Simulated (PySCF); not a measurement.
C₇H₇FO.
SMILES: `C(/C=C(\[C@H](C=O)C)F)#C`

Method: TDDFT PBE0/def2-SVPD, vertical, gas phase, core orbitals frozen in the response (PySCF). Isolated species at its GFN2-xTB geometry (one conformer only). Torsions of this conformer, `[CH:1]#[C:2]/[CH:3]=[C:4](/[F:5])[C@@H:6]([CH3:7])[CH:8]=[O:9]`: C3–C4–C6–C7 -82°, C4–C6–C8–O9 -141°.

Relations used (vacuum, state to state): A = 0.6670 f ν̃² s⁻¹ (ν̃ in cm⁻¹); τ = 1/A; f = (2/3) ΔE |μ|² in atomic units; ∫σ dE = 109.76 f Mb·eV.

Only emission to the ground state at the vertical energy is counted.

Energies and rates of the computed singlets with f of 0.002 or more:

| state | λ (nm) | A (s⁻¹) |
| --- | --- | --- |
| S3 | 231.9 | 1.28×10⁸ |
| S4 | 223.2 | 5.54×10⁶ |
| S5 | 218.8 | 8.59×10⁷ |
| S6 | 196.5 | 1.47×10⁷ |
| S7 | 193.7 | 3.80×10⁸ |

Question: Which f and |μ| stand behind these rates?

Answer: f = A / (0.6670 ν̃²), and |μ| follows from f:

```
state       f  |μ| (D)       τ  main configurations (H = HOMO, L = LUMO)
   S3   0.103     2.25  7.8 ns       H→L (36%), H→L+1 (30%), H-1→L (12%)
   S4  0.0041     0.44  180 ns                H-2→L (58%), H-2→L+1 (32%)
   S5   0.062     1.69   12 ns   H-1→L (37%), H-1→L+1 (32%), H-2→L (13%)
   S6  0.0085     0.60   68 ns                  H→L+3 (54%), H→L+2 (32%)
   S7   0.214     2.97  2.6 ns                H-2→L+1 (52%), H-2→L (24%)
```

Question: By what factor does the largest A in the list exceed the smallest?

Answer: S7 has 68 times the rate of S4.

Question: Which computed singlets stay under f = 0.002?

Answer: S1 (4.31 eV, f 0.0003), S2 (4.93 eV, f 0.0014) and S8 (6.87 eV, f 0.0019).

Question: How much energy does a mole of photons resonant with S7 carry?

Answer: 6.400 eV × 96.485 = 618 kJ/mol (148 kcal/mol).
